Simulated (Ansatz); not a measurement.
Relaxation of ClFH$_{2}$NSi (6 atoms, charge 0, multiplicity 2), to a largest force component of 0.015 eV/Å in at most 40 steps.

Level of theory: UKS PBE-D4/def2-SVP (Ansatz 0.2.0).

```xyz
6
Properties=species:S:1:pos:R:3
N -0.558 0.707 -0.363
Si 0.413 -0.595 -0.591
F 1.719 -0.171 0.177
Cl -0.378 -2.132 0.421
H -1.532 0.441 -0.457
H -0.414 1.421 -1.100
```

Problem. Where does it end, and by what steps?

Solution. The run converged. After 11 steps the energy has fallen by 0.482 eV; H6 moved furthest, 0.29 Å.

```csv
step,energy less start (eV),largest force component (eV/Å),accepted
0,0.0000,2.855,yes
1,-0.3664,1.400,yes
2,-0.4632,0.433,yes
3,-0.4732,0.216,yes
4,-0.4663,0.650,no
5,-0.4810,0.094,yes
6,-0.4815,0.101,yes
7,-0.4817,0.070,yes
8,-0.4819,0.028,yes
9,-0.4822,0.035,yes
10,-0.4821,0.077,no
11,-0.4823,0.012,yes
```

```xyz
6
Properties=species:S:1:pos:R:3
N -0.658 0.662 -0.472
Si 0.443 -0.680 -0.583
F 1.851 -0.155 0.080
Cl -0.375 -2.215 0.582
H -1.650 0.492 -0.664
H -0.362 1.566 -0.855
```

Whether the end is a true minimum wasn't checked by a vibrational analysis.

Time of the run: 36 s on 1 thread of Arm Neoverse V2 (shared host), peak memory 0.17 GiB.
